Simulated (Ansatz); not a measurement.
`B[Si](F)(F)[SiH3]` + `OB(Cl)Cl` → `[SiH3]OB(Cl)Cl` + `B[SiH](F)F`  (cleavage of the Si–Si bond)

Computed with Ansatz on PBE0-D4/def2-TZVP structures; ΔE is electronic, products minus reactants. CBS: MP2 limit from def2 TZ/QZ plus the TZ coupled-cluster correction, frozen cores. This one scheme is used for every species. Functionals use def2-TZVPP. One conformer a species, not always the lowest.

CCSD(T)/CBS gives -23.4 kcal/mol.

Question: Another level gave -20.3 kcal/mol. Which?
A. BHLYP-D4/def2-TZVPP
B. LC-ωPBE/def2-TZVPP
C. HF/def2-TZVPP
D. PBE-QIDH/def2-TZVPP

Answer: B. LC-ωPBE -20.3, PBE-QIDH -22.1, BHLYP-D4 -25.3, HF/def2-TZVPP -29.3 kcal/mol.

Question: What do rigid-rotor, harmonic-oscillator terms from PBE0-D4/def2-TZVP frequencies (298.15 K, 1 bar) make of the CCSD(T)/CBS value? (An estimate is asked.)

Answer: Ansatz gave: ΔZPE = -0.8 kcal/mol, ΔH = -24.5 kcal/mol, ΔS = 3 J/(mol·K), ΔG = -24.7 kcal/mol. Modes under 50 cm⁻¹ make the entropy rough.

Largest T1 diagnostic among the species: 0.013.

From BLYP to BHLYP (50 % exact exchange), in def2-TZVPP and without D4, ΔE moves by −5.0 kcal/mol. Leaving LDA and LC-ωPBE aside and taking each functional with its dispersion term where it has one, the values, not all of them listed here, spread over 9.7 kcal/mol, from BHLYP-D4 to PBE-D4.
